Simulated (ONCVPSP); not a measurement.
**What the settings do to the ONCV potential of Tc (Z = 43)**

Base potential:

Tc, optimised norm-conserving Vanderbilt (ONCV), made with ONCVPSP 4.0.1 (PBE, scalar-relativistic). Core [Kr], reference 4d5 5s1 (charge +1). Waves: 5s: rc 2.60 bohr, ncon 4, nbas 6, qcut 2.4 1/bohr, 1 projector; p scattering state at 0.23 Ha: rc 2.80 bohr, ncon 3, nbas 7, qcut 3 1/bohr, 2 projectors, debl 0.8 Ha; 4d: rc 2.40 bohr, ncon 3, nbas 8, qcut 7.7 1/bohr, 1 projector. Local part: polynomial inside 2.25 bohr (lpopt 5, dvloc0 2 Ha). Core correction: polynomial model core, fcfact 0.25.

In the p channel the program set the typed energies aside and used 0.050, 0.850 Ha.

All-electron outer shells of the reference configuration (PBE, scalar-relativistic, ld1.x):

| shell | level (eV) | outermost node (bohr) | outermost maximum (bohr) |
| --- | --- | --- | --- |
| 4p | -52.92 | 0.51 | 1.03 |
| 4d | -14.10 | 0.50 | 1.27 |
| 5s | -11.39 | 1.27 | 2.62 |

Cutoffs, loose and tight: the cutoffs (Ha) at which the residual kinetic energy of the hardest occupied pseudo-wave falls to 1 and 0.1 mHa per electron. They do not see the model core or the augmentation charge, which bear on the density cutoff. Test errors are all-electron minus pseudo excitation energies from the reference, over the configurations 4d5 5s2; 4d5 5s0; 4d4 5s0; 4d5.5 5s1.5. A dash means not determined; rows that change the core or the reference have their own tests.

| change | outcome | cutoff, loose | cutoff, tight | bound ghosts | GHOST(+) flags above zero | largest test error (meV) |
| --- | --- | --- | --- | --- | --- | --- |
| base | generated, projector energies reset by the program | 17 Ha | 20 Ha | none | s | -147 |
| core correction polynomial model core, fcfact 0.26 | generated, projector energies reset by the program | 17 Ha | 20 Ha | none | s | -147 |
| core correction polynomial model core, fcfact 0.36 | generated, projector energies reset by the program | 17 Ha | 20 Ha | none | s | -154 |
| core correction polynomial model core, fcfact 0.48 | generated, projector energies reset by the program | 17 Ha | 20 Ha | none | s | -158 |
| core correction polynomial model core, fcfact 0.58 | generated, projector energies reset by the program | 17 Ha | 20 Ha | none | s | -159 |
| core correction polynomial model core, fcfact 0.74 | generated, projector energies reset by the program | 17 Ha | 20 Ha | none | s | -160 |
| core correction polynomial model core, fcfact 0.88 | generated, projector energies reset by the program | 17 Ha | 20 Ha | none | s | -160 |
| core correction polynomial model core, fcfact 0.98 | generated, projector energies reset by the program | 17 Ha | 20 Ha | none | s | -161 |
| core correction polynomial model core, fcfact 1.1 | generated, projector energies reset by the program | 17 Ha | 20 Ha | none | s | -161 |
| core correction polynomial model core, fcfact 1.22 | generated, projector energies reset by the program | 17 Ha | 20 Ha | none | s | -161 |

(1) What comes out with this change to the base: core correction polynomial model core, fcfact 0.12?

Answers

(1) outcome: generated, projector energies reset by the program; cutoff, loose: 17 Ha; cutoff, tight: 20 Ha; bound ghosts: none; GHOST(+) flags above zero: s; largest test error (meV): -118.

Reading the sweep of the fcfact (base included, trends over the rows without a ghost): The loose cutoff stays near 17 Ha. The median size of the test errors (rows with all tests solved) rises from 7.8 meV at 0.12 to 13.1 meV at 1.22.
